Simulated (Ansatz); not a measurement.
Two structures of CH$_{8}$OSn, singlet, reached by relaxing down either side of one saddle point (PBE0-D4/def2-TZVP). Energies are electronic, without zero-point energy. Computed with Ansatz 0.2.0 (basis: def2-TZVPP and def2-QZVPP); correlated methods freeze the cores. Filled d shells of the heavier atoms are correlated. Core potentials replace the inner electrons of the atoms past krypton. The def2 sets are not built for correlating such inner shells, so the correlated values are less sure here. Extrapolation: Hartree–Fock as exp(−7.88 √X), correlation as X^−2.97. First:

```csv
atom,x (Å),y (Å),z (Å)
Sn1,-0.7452,1.4619,-0.0022
O2,0.3468,-0.0613,-0.6091
C3,-0.2312,-1.3394,-0.6497
H4,-2.0784,1.5782,-1.0648
H5,0.3160,2.7832,-0.1025
H6,-1.2573,1.1193,1.5914
H7,2.1747,-0.2086,1.1154
H8,2.6093,-0.2111,1.7254
H9,-0.5554,-1.6878,0.3417
H10,-1.0976,-1.3890,-1.3251
H11,0.5183,-2.0452,-1.0204
```

Second:

| atom | x (Å) | y (Å) | z (Å) |
| --- | --- | --- | --- |
| Sn1 | -0.3766 | 1.7163 | 0.9283 |
| O2 | 0.7264 | -0.4505 | -0.9744 |
| C3 | 0.0418 | -1.6713 | -0.7863 |
| H4 | -1.6037 | 1.3117 | -0.1785 |
| H5 | 0.9898 | 2.3705 | 0.1527 |
| H6 | -0.9976 | 2.9114 | 1.9910 |
| H7 | 1.6574 | -0.5861 | -0.7841 |
| H8 | 0.0522 | 0.3654 | 1.8778 |
| H9 | 0.1115 | -2.0288 | 0.2477 |
| H10 | -1.0080 | -1.4847 | -1.0135 |
| H11 | 0.4068 | -2.4538 | -1.4608 |

Question: Which bonds change from the first to the second?

Answer: CH₆OSn ([CH3][O][SnH3]) + H₂ → CH₄O ([CH3][OH]) + SnH₄; bonds formed: Sn1–H8, O2–H7; bonds broken: Sn1–O2, H7–H8.

Question: Give the saddle point's structure and its height above each. (Judge from chemistry; the value comes from the calculation.)

Answer: Computed: 1.484 eV above the first and 1.599 eV above the second (CCSD(T) at an estimated basis limit (MP2 extrapolated from triple and quadruple zeta, plus CCSD(T) − MP2 in triple zeta)).
Sn1  (-0.239, 1.462, 0.413)
O2  (0.562, -0.335, -0.490)
C3  (-0.162, -1.532, -0.696)
H4  (-1.503, 1.381, -0.755)
H5  (0.678, 2.868, 0.134)
H6  (-0.962, 1.329, 1.953)
H7  (1.230, -0.147, 0.475)
H8  (1.462, 0.524, 1.248)
H9  (-0.444, -2.000, 0.254)
H10  (-1.070, -1.318, -1.265)
H11  (0.449, -2.233, -1.270)
(Å)

T1 diagnostic: at most 0.015.

Labels in which every atom is bracketed show which atoms are joined, not bond orders.

For scale, one of the runs: CCSD(T)/def2-TZVPP, 224 basis functions, launched by `ansatz run in.yaml --threads 4 --pin off --events-out ev --progress --plain --max-ram 9574MiB`. The run took 88 s on 4 CPU threads of an Arm Neoverse V2 (shared host), with 4 GiB of host memory at its peak.
